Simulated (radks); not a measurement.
Values are calculated unless marked as measured or tabulated.
Spin polarisation of the 4d8 shell in the silver ion Ag3+. Start: [Kr] 4d(up 4, down 4); electrons of 4d are moved from spin down to spin up, other shells keep equal spins. Level of theory: non-relativistic Kohn-Sham, PBE, spin-polarised, spherical densities, point nucleus (a radial shooting solver on a logarithmic mesh with Libxc functionals).

moment (Bohr magnetons)  E - E(0) (eV)  e(4d up) (eV)  e(4d down) (eV)  4p down minus up (eV)  4s down minus up (eV)
0                                0.000        -44.268          -44.268                  0.000                  0.000
0.5                             -0.050        -44.463          -44.065                  0.416                  0.412
1                               -0.199        -44.650          -43.853                  0.833                  0.825
1.5                             -0.448        -44.830          -43.633                  1.251                  1.238
2                               -0.797        -45.002          -43.405                  1.669                  1.652

At moment 2 the spin-polarisation energy is -0.797 eV and the 4d exchange splitting 1.597 eV, that is 0.798 eV per Bohr magneton; E = -I m^2/4 would give I = 0.797 eV.
